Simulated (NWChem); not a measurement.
Everything below was run with NWChem. System: n-butyl acetate (C$_{6}$H$_{12}$O$_{2}$), charge 0, spin multiplicity 1, at a geometry optimised with PBE0/def2-SVP. Level: G0W0@PBE/def2-SVP, RI basis def2-svp-rifit.

The NWChem input:

```
start mol
memory heap 200 mb stack 700 mb global 1700 mb
geometry units angstroms nocenter noautoz noautosym
  C     -3.904927     0.591333    -0.310441
  C     -2.681178    -0.303663    -0.192136
  C     -1.373653     0.474340    -0.119849
  C     -0.165685    -0.425890    -0.001805
  O      0.998936     0.391775     0.058174
  C      2.170814    -0.248023     0.172886
  C      3.315388     0.722595     0.224049
  O      2.265290    -1.445795     0.224933
  H     -3.858210     1.215586    -1.217135
  H     -4.833103     0.002339    -0.360131
  H     -3.988400     1.271462     0.552359
  H     -2.776006    -0.942614     0.703693
  H     -2.646447    -0.997308    -1.050867
  H     -1.390840     1.162842     0.742503
  H     -1.260488     1.107233    -1.016854
  H     -0.214098    -1.057534     0.901183
  H     -0.084002    -1.113396    -0.860591
  H      3.183414     1.414624     1.068440
  H      3.331797     1.330246    -0.692513
  H      4.258016     0.174529     0.328833
end
basis spherical
  * library def2-svp
end
basis "ri basis" bse spherical
  * library def2-svp-rifit
end
dft
  xc xpbe96 cpbe96
  iterations 100
  direct
  tolerances tight
end
task dft energy
gw
  method cdgw
  states alpha occ 4 vir 2
end
task dft gw
```

Part of the output:

```
             Northwest Computational Chemistry Package (NWChem) 7.3.0
             --------------------------------------------------------

                                NWChem Input Module
                                -------------------

 Scaling coordinates for geometry "geometry" by  1.889725989
 (inverse scale =  0.529177249)

                             Geometry "geometry" -> ""
                             -------------------------

 Output coordinates in angstroms (scale by  1.889725989 to convert to a.u.)

  No.       Tag          Charge          X              Y              Z
 ---- ---------------- ---------- -------------- -------------- --------------
    1 C                    6.0000    -3.90492700     0.59133300    -0.31044100
    2 C                    6.0000    -2.68117800    -0.30366300    -0.19213600
    3 C                    6.0000    -1.37365300     0.47434000    -0.11984900
    4 C                    6.0000    -0.16568500    -0.42589000    -0.00180500
    5 O                    8.0000     0.99893600     0.39177500     0.05817400
    6 C                    6.0000     2.17081400    -0.24802300     0.17288600
    7 C                    6.0000     3.31538800     0.72259500     0.22404900
    8 O                    8.0000     2.26529000    -1.44579500     0.22493300
    9 H                    1.0000    -3.85821000     1.21558600    -1.21713500
   10 H                    1.0000    -4.83310300     0.00233900    -0.36013100
   11 H                    1.0000    -3.98840000     1.27146200     0.55235900
   12 H                    1.0000    -2.77600600    -0.94261400     0.70369300
   13 H                    1.0000    -2.64644700    -0.99730800    -1.05086700
   14 H                    1.0000    -1.39084000     1.16284200     0.74250300
   15 H                    1.0000    -1.26048800     1.10723300    -1.01685400
   16 H                    1.0000    -0.21409800    -1.05753400     0.90118300
   17 H                    1.0000    -0.08400200    -1.11339600    -0.86059100
   18 H                    1.0000     3.18341400     1.41462400     1.06844000
   19 H                    1.0000     3.33179700     1.33024600    -0.69251300
   20 H                    1.0000     4.25801600     0.17452900     0.32883300

 Effective nuclear repulsion energy (a.u.)     377.5175655057

            Nuclear Dipole moment (a.u.)
            ----------------------------
        X                 Y               Z
 ---------------- ---------------- ----------------
    -0.0000094486     0.0000018897     0.0000000000


 Summary of "ao basis" -> "" (spherical)
 ------------------------------------------------------------------------------
       Tag                 Description            Shells   Functions and Types
 ---------------- ------------------------------  ------  ---------------------
 *                          def2-svp                  on all atoms

 new library libraries.bse/

 Summary of "ri basis" -> "" (spherical)
 ------------------------------------------------------------------------------
       Tag                 Description            Shells   Functions and Types
 ---------------- ------------------------------  ------  ---------------------
 *                       def2-svp-rifit               on all atoms

  pbe96 is a nonlocal functional; adding pw91lda local functional.

                                 NWChem DFT Module
                                 -----------------

 Summary of "ao basis" -> "ao basis" (spherical)
 ------------------------------------------------------------------------------
       Tag                 Description            Shells   Functions and Types
 ---------------- ------------------------------  ------  ---------------------
 C                          def2-svp                 6       14   3s2p1d
 O                          def2-svp                 6       14   3s2p1d
 H                          def2-svp                 3        5   2s1p

 Summary of "ao basis" -> "ao basis" (spherical)
 ------------------------------------------------------------------------------
       Tag                 Description            Shells   Functions and Types
 ---------------- ------------------------------  ------  ---------------------
 C                          def2-svp                 6       14   3s2p1d
 O                          def2-svp                 6       14   3s2p1d
 H                          def2-svp                 3        5   2s1p

            General Information
            -------------------
          SCF calculation type: DFT
          Wavefunction type:  closed shell.
          No. of atoms     :    20
          No. of electrons :    64
           Alpha electrons :    32
            Beta electrons :    32
          Charge           :     0
          Spin multiplicity:     1
          Use of symmetry is: off; symmetry adaption is: off
          Maximum number of iterations: 100
          This is a Direct SCF calculation.
          AO basis - number of functions:   172
                     number of shells:    84
          Convergence on energy requested:  1.00D-06
          Convergence on density requested:  1.00D-05
          Convergence on gradient requested:  5.00D-04

              XC Information
              --------------
          PerdewBurkeErnzerhof Exchange Functional  1.000
            Perdew 1991 LDA Correlation Functional  1.000 local
           PerdewBurkeErnz. Correlation Functional  1.000 non-local

             Grid Information
             ----------------
          Grid used for XC integration:  medium
          Radial quadrature: Mura-Knowles
[...]
          Levelshifting, if invoked, occurs when the
          HOMO/LUMO gap drops below (HL_TOL):  1.00D-02
          DIIS, if invoked, will attempt to extrapolate
          using up to (NFOCK): 10 stored Fock matrices.

                    Damping( 0%)  Levelshifting(0.5)       DIIS
                  --------------- ------------------- ---------------
          dE  on:    start            ASAP                start
          dE off:    2 iters        100 iters           100 iters

      Screening Tolerance Information
      -------------------------------
          Density screening/tol_rho:  1.00D-10
          AO Gaussian exp screening on grid/accAOfunc:  14
          CD Gaussian exp screening on grid/accCDfunc:  20
          XC Gaussian exp screening on grid/accXCfunc:  20
          Schwarz screening/accCoul:  1.00D-08

      Superposition of Atomic Density Guess
      -------------------------------------

 Sum of atomic energies:        -381.12251901

      Non-variational initial energy
      ------------------------------

 Total energy =    -386.285421
 1-e energy   =   -1264.290425
 2-e energy   =     500.487439
 HOMO         =      -0.365733
 LUMO         =       0.040086

   convergence    iter        energy       DeltaE   RMS-Dens  Diis-err    time
 ---------------- ----- ----------------- --------- --------- ---------  ------
 d= 0,ls=0.0,diis     1   -385.3953234086 -7.63D+02  1.54D-02  1.47D+00     7.8
 d= 0,ls=0.0,diis     2   -384.7693108269  6.26D-01  1.21D-02  7.69D+00    12.5
 d= 0,ls=0.0,diis     3   -385.5193049647 -7.50D-01  3.67D-03  4.42D-01    16.9
 d= 0,ls=0.0,diis     4   -385.5456741746 -2.64D-02  1.43D-03  1.87D-01    21.3
 d= 0,ls=0.0,diis     5   -385.5628292993 -1.72D-02  3.73D-04  4.78D-03    25.4
 d= 0,ls=0.0,diis     6   -385.5632500296 -4.21D-04  1.28D-04  4.61D-04    29.4
 d= 0,ls=0.0,diis     7   -385.5633079047 -5.79D-05  2.42D-05  2.17D-05    33.5
 d= 0,ls=0.0,diis     8   -385.5633103443 -2.44D-06  9.24D-06  2.47D-06    37.5
 d= 0,ls=0.0,diis     9   -385.5633106552 -3.11D-07  1.28D-06  4.59D-08    42.3

         Total DFT energy =     -385.563310655190
      One electron energy =    -1271.479583652417
           Coulomb energy =      562.084701662189
    Exchange-Corr. energy =      -53.685994170641
 Nuclear repulsion energy =      377.517565505679

 Numeric. integr. density =       64.000014624554

     Total iterative time =     41.3s

                       DFT Final Molecular Orbital Analysis
                       ------------------------------------

 Vector   30  Occ=2.000000D+00  E=-2.863913D-01
              MO Center= -2.2D+00,  6.9D-02, -1.7D-01, r^2= 3.8D+00
   Bfn.  Coefficient  Atom+Function         Bfn.  Coefficient  Atom+Function
  ----- ------------  ---------------      ----- ------------  ---------------
    20      0.291778   2 C  pz              128      0.252149  12 H  s
   133     -0.251902  13 H  s                34     -0.240470   3 C  pz
   138     -0.212409  14 H  s               143      0.213213  15 H  s
     6     -0.169150   1 C  pz              129      0.161018  12 H  s
   134     -0.160821  13 H  s               113      0.155424   9 H  s

 Vector   31  Occ=2.000000D+00  E=-2.547141D-01
              MO Center=  1.0D+00, -3.7D-01,  8.8D-02, r^2= 2.4D+00
   Bfn.  Coefficient  Atom+Function         Bfn.  Coefficient  Atom+Function
  ----- ------------  ---------------      ----- ------------  ---------------
    62      0.481636   5 O  pz               65      0.358103   5 O  pz
   104     -0.331049   8 O  pz              107     -0.242655   8 O  pz
   153      0.193549  17 H  s               148     -0.192423  16 H  s
    48     -0.185509   4 C  pz              149     -0.149248  16 H  s
   154      0.149547  17 H  s               139      0.082082  14 H  s

 Vector   32  Occ=2.000000D+00  E=-2.190984D-01
              MO Center=  2.2D+00, -9.8D-01,  2.0D-01, r^2= 1.8D+00
   Bfn.  Coefficient  Atom+Function         Bfn.  Coefficient  Atom+Function
  ----- ------------  ---------------      ----- ------------  ---------------
   102      0.580144   8 O  px              105      0.397446   8 O  px
    87     -0.211852   7 C  s                61     -0.191717   5 O  py
    89      0.166339   7 C  py               64     -0.154262   5 O  py
    45      0.147619   4 C  s                60      0.141687   5 O  px
    77      0.139226   6 C  px               92      0.125762   7 C  py

 Vector   33  Occ=0.000000D+00  E=-1.809960D-02
              MO Center=  2.2D+00, -3.1D-01,  1.8D-01, r^2= 2.2D+00
   Bfn.  Coefficient  Atom+Function         Bfn.  Coefficient  Atom+Function
  ----- ------------  ---------------      ----- ------------  ---------------
    76      0.563805   6 C  pz               79      0.481492   6 C  pz
   104     -0.401016   8 O  pz              107     -0.397827   8 O  pz
   164      0.357516  19 H  s               159     -0.351573  18 H  s
    62     -0.242247   5 O  pz               65     -0.223197   5 O  pz
    93      0.181766   7 C  pz              163      0.153724  19 H  s

 Vector   34  Occ=0.000000D+00  E= 3.314901D-02
              MO Center= -2.3D+00, -3.6D-03, -1.7D-01, r^2= 7.5D+00
   Bfn.  Coefficient  Atom+Function         Bfn.  Coefficient  Atom+Function
  ----- ------------  ---------------      ----- ------------  ---------------
    17      1.225903   2 C  s                 3      1.091450   1 C  s
    31      0.963342   3 C  s               129     -0.755720  12 H  s
   134     -0.756437  13 H  s               139     -0.625876  14 H  s
   144     -0.626511  15 H  s                45      0.580328   4 C  s
   114     -0.566306   9 H  s               124     -0.565643  11 H  s

 Vector   35  Occ=0.000000D+00  E= 5.060969D-02
              MO Center=  2.2D+00,  8.0D-01,  1.3D-01, r^2= 1.0D+01
   Bfn.  Coefficient  Atom+Function         Bfn.  Coefficient  Atom+Function
  ----- ------------  ---------------      ----- ------------  ---------------
    87      2.484696   7 C  s               164     -1.103732  19 H  s
   159     -1.095984  18 H  s                73     -0.900658   6 C  s
   169     -0.809877  20 H  s                 3     -0.632247   1 C  s
    45      0.480722   4 C  s                17     -0.471550   2 C  s
   154     -0.409721  17 H  s               149     -0.403119  16 H  s

 center of mass
 --------------
 x =   0.16574153 y =  -0.05754172 z =   0.01453043

 moments of inertia (a.u.)
 ------------------
         281.489955674731         164.095981997636        -188.803225233517
         164.095981997636        2508.788519618321          19.857020159867
        -188.803225233517          19.857020159867        2704.300852656530

     Multipole analysis of the density
     ---------------------------------

     L   x y z        total         alpha         beta         nuclear
     -   - - -        -----         -----         ----         -------
     0   0 0 0     -0.000000    -32.000000    -32.000000     64.000000

     1   1 0 0     -0.388561     -0.194276     -0.194276     -0.000009
     1   0 1 0      0.651278      0.325638      0.325638      0.000002
     1   0 0 1     -0.055632     -0.027816     -0.027816      0.000000

     2   2 0 0    -35.548543   -734.082811   -734.082811   1432.617079
     2   1 1 0      4.509064     41.381248     41.381248    -78.253432
     2   1 0 1     -0.129783    -54.144168    -54.144168    108.158553
     2   0 2 0    -40.169011    -91.964363    -91.964363    143.759715
     2   0 1 1      0.488632      5.236919      5.236919     -9.985206
     2   0 0 2    -36.169674    -36.263941    -36.263941     36.358208

 Task  times  cpu:       42.3s     wall:       42.3s

                                NWChem Input Module
                                -------------------

                                 NWChem GW Module
                                 ----------------

                             ***********************
                             ***        GW       ***
                             ***********************

 Summary of "ri basis" -> "ri basis" (spherical)
 ------------------------------------------------------------------------------
       Tag                 Description            Shells   Functions and Types
 ---------------- ------------------------------  ------  ---------------------
 C                       def2-svp-rifit             16       48   6s5p4d1f
 O                       def2-svp-rifit             16       48   6s5p4d1f
 H                       def2-svp-rifit              6       14   3s2p1d

                 Memory Information
                 ------------------
          Available GA per process is          1699.8 MBs
          Available stack per process is        700.0 MBs
          Available heap per process is           0.0 MBs

          Peak memory in Initialization
              Peak GA per process is                 27.1 MBs
              Peak stack per process is               0.3 MBs
              Peak heap per process is               27.7 MBs
              Memory not in MA per process            0.0 MBs

          Peak memory in CDGW Calculation
              Peak GA per process is                 32.1 MBs
              Peak stack per process is               4.7 MBs
              Peak heap per process is                4.4 MBs
              Memory not in MA per process            0.0 MBs

          Computing 2-center integrals
          Computing Inverse Cholesky factor
          Computing 3-center integrals
          Computing Vxc

          Computing Sigma_x
          Computing W(iw) on the imaginary grid
          Solving quasiparticle equations

                  Alpha Orbitals
          State     Energy (eV)     Error (eV)
          -----------------------------------
@GW        29        -11.099           0.002
@GW        30        -11.356           0.002
@GW        31         -9.811           0.002
@GW        32         -8.922           0.002
@GW        33          3.152           0.003
@GW        34          3.660           0.002

     GW Timing Statistics
   ------------------------
   Init.   :          0.0s
     ERIs  :          2.6s
     Distr.:          0.1s
     Vxc   :          1.6s
   Vmo     :          0.0s
   iW      :          7.5s
   I_n     :          0.0s
   R_n     :          2.5s
   GW total:         14.3s

 Task  times  cpu:       14.3s     wall:       14.3s

 Total times  cpu:       56.7s     wall:       56.7s
```
